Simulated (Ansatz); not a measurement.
Molecule: CH6BN2O, charge 0, multiplicity 2. It need not be the lowest isomer of its formula. 
Coordinates optimised at B3LYP-D3(BJ)/def2-TZVP (Ansatz, a quantum-chemistry and plane-wave program):
SMILES: B(N)(N)O[CH2]
```xyz
11

C      1.8689    -0.5428     0.0516
O      0.6890    -0.3294     0.6736
B     -0.4573     0.1172     0.0056
N     -0.5293     0.0843    -1.4088
N     -1.5005     0.5941     0.8325
H      2.1298     0.0768    -0.7986
H      2.6306    -1.0012     0.6642
H     -1.3409     0.3743    -1.9234
H      0.1447    -0.4146    -1.9617
H     -2.4032     0.8747     0.4975
H     -1.3914     0.6472     1.8293
```
Charge 0, spin multiplicity 2.

Dipole moments at this geometry, in debye (magnitudes).

```csv
level,program,dipole (D)
SVWN5/def2-TZVPD,Ansatz,1.85
PBE/def2-TZVPD,Ansatz,1.78
BLYP/def2-TZVPD,Ansatz,1.77
revPBE/def2-TZVPD,Ansatz,1.76
B3LYP/def2-TZVPD,Ansatz,1.73
PBE0/def2-TZVPD,Ansatz,1.72
BHLYP/def2-TZVPD,Ansatz,1.67
r2SCAN0/def2-TZVPD,Ansatz,1.68
HSE06/def2-TZVPD,Ansatz,1.72
CAM-B3LYP/def2-TZVPD,Ansatz,1.71
LC-wPBE/def2-TZVPD,Ansatz,1.70
wB97X-V/def2-TZVPD,Ansatz,___
CCSD(T)/aug-cc-pVDZ,Ansatz,___
```

### Question
What belongs in the gaps?

### Answer

- wB97X-V/def2-TZVPD, dipole (D): 1.72
- CCSD(T)/aug-cc-pVDZ, dipole (D): 1.68
